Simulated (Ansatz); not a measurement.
Cost and result for the atomization energy of `F[Si](F)(F)[SnH3]` (8 atoms, 7 bonds).

```csv
atom,x (Å),y (Å),z (Å)
F1,-2.104,0.842,0.678
Si2,-0.844,0.895,-0.279
F3,-0.233,2.349,-0.149
F4,-1.389,0.759,-1.759
Sn5,0.864,-0.917,0.285
H6,0.128,-2.442,0.126
H7,2.179,-0.792,-0.788
H8,1.399,-0.694,1.885
```

Charge 0, multiplicity 1. Correlated methods include outer-core shells of Sn, which these sets cover unevenly. Sn: def2 effective core potential. The structure was optimised at the PBE0-D4/def2-TZVP level. Program: Ansatz. All runs use 4 threads of an Arm Neoverse V2 on a shared host. Times are those of one run each, without the atoms' runs, and a repeat can differ threefold. Electronic energies, without spin–orbit coupling; frozen cores. CCSD(T)/CBS adds CCSD(T) − MP2 in def2-TZVPP to the MP2 limit, and its time is that of the two runs behind it. T1 = 0.013. With those shells the extrapolation isn't a true limit. HSE06 is the plane-wave form, built on full-range PBE exchange.

CCSD(T)/CBS is a level of theory with its own doubt, some kJ/mol a heavy atom from the limit and from the frozen cores, so smaller differences don't rank the functionals.

```tsv
level	functions	wall time
revPBE-D4/def2-TZVPP	227	1.9 s
BLYP-D4/def2-TZVPP	227	2 s
PBE-D4/def2-TZVPP (with forces)	227	2.3 s
BHLYP-D4/def2-TZVPP	227	2.9 s
PBE0-D4/def2-TZVPP	227	3.1 s
HSE06-D4/def2-TZVPP	227	3.1 s
r2SCAN-D4/def2-TZVPP (with forces)	227	4.3 s
B97M-V/def2-TZVPP	227	7 s
CCSD(T)/def2-SVP	101	7 s
ωB97M-V/def2-TZVPP (with forces)	227	11 s
MP2/def2-QZVPP	413	16 s
CCSD(T)/def2-TZVPP	227	3.6 min
CCSD(T)/CBS(def2)	–	3.9 min
```

What atomization energy does each give, and how far from CCSD(T)/CBS? (An estimate is asked.)

The calculation gave: 
```csv
level,atomization (kcal/mol),difference from CCSD(T)/CBS,per bond
revPBE-D4/def2-TZVPP,637.9,-27.3,-3.9
BLYP-D4/def2-TZVPP,650.4,-14.8,-2.1
PBE-D4/def2-TZVPP (with forces),658.1,-7.1,-1.0
BHLYP-D4/def2-TZVPP,631.6,-33.6,-4.8
PBE0-D4/def2-TZVPP,644.6,-20.6,-3.0
HSE06-D4/def2-TZVPP,644.5,-20.7,-3.0
r2SCAN-D4/def2-TZVPP (with forces),657.3,-7.9,-1.1
B97M-V/def2-TZVPP,664.9,-0.3,-0.1
CCSD(T)/def2-SVP,598.0,-67.2,-9.6
ωB97M-V/def2-TZVPP (with forces),657.3,-7.9,-1.1
MP2/def2-QZVPP,671.5,6.3,0.9
CCSD(T)/def2-TZVPP,644.6,-20.6,-3.0
CCSD(T)/CBS(def2),665.2,0.0,0.0
```

At CCSD(T), def2-SVP lies −67.3 kcal/mol from the extrapolated value and def2-TZVPP −20.7 kcal/mol: correlation converges slowly with the basis, and small sets miss more of it in the bonded molecule than in its fragments. From PBE to PBE0 (25 % exact exchange), in def2-TZVPP and without D4, the atomization energy moves by −13.0 kcal/mol: exact exchange takes away binding that semilocal exchange gives to molecules. The D4 term adds +6.9 kcal/mol with B3LYP and +3.6 kcal/mol with PBE0; it sums over pairs of atoms, weighted by their polarisabilities, and B3LYP, whose exchange is more repulsive, gets the larger term.

B3LYP here is the variant with VWN-RPA as its local correlation; programs differ in this.

Spin–orbit coupling would lower the free Sn atoms strongly, and the atomization energy with them, by more than many differences here. For some Ge, Se and Sn compounds the MP2-based and the directly extrapolated limit differ by 10 to 25 kJ/mol.
